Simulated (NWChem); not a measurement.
Species: InH2F; SMILES [F][InH2]

```xyz
4

In     0.0000     0.0000    -0.2782
H      0.0000     1.6177    -0.8864
H      0.0000    -1.6177    -0.8864
F      0.0000     0.0000     1.7114
```
Atoms are numbered in this order, from 1.

All runs use the structure optimised with PBE-D3(BJ)/def2-SVP. def2 effective core potentials on In; no spin-orbit coupling.

Symmetry labels are those of C2v in the frame above (b1 and b2, or b-type labels, depend on it).

### Question
List the 6 lowest vertical singlet excitations and the 6 lowest triplet ones from PBE/def2-SVP with def2 effective core potentials on In, TDA (NWChem).

### Answer
| state | energy (eV) | oscillator strength | symmetry | leading excitation (squared amplitude) |
|---|---|---|---|---|
| S1 | 4.56 | 0.000 | a2 | HOMO → LUMO (1.00) |
| S2 | 5.61 | 0.022 | b1 | HOMO−2 → LUMO (0.99) |
| S3 | 5.69 | 0.006 | a1 | HOMO−1 → LUMO (0.85) |
| S4 | 5.82 | 0.000 | a2 | HOMO−3 → LUMO (1.00) |
| S5 | 5.98 | 0.045 | b2 | HOMO → LUMO+1 (0.83) |
| S6 | 6.28 | 0.016 | b1 | HOMO−1 → LUMO+1 (0.99) |
| T1 | 4.36 | spin-forbidden | a2 | HOMO → LUMO (1.00) |
| T2 | 4.80 | spin-forbidden | a1 | HOMO−1 → LUMO (1.00) |
| T3 | 5.08 | spin-forbidden | b2 | HOMO → LUMO+1 (0.91) |
| T4 | 5.28 | spin-forbidden | b1 | HOMO−2 → LUMO (0.99) |
| T5 | 5.48 | spin-forbidden | a2 | HOMO−3 → LUMO (1.00) |
| T6 | 5.96 | spin-forbidden | b1 | HOMO−1 → LUMO+1 (0.98) |
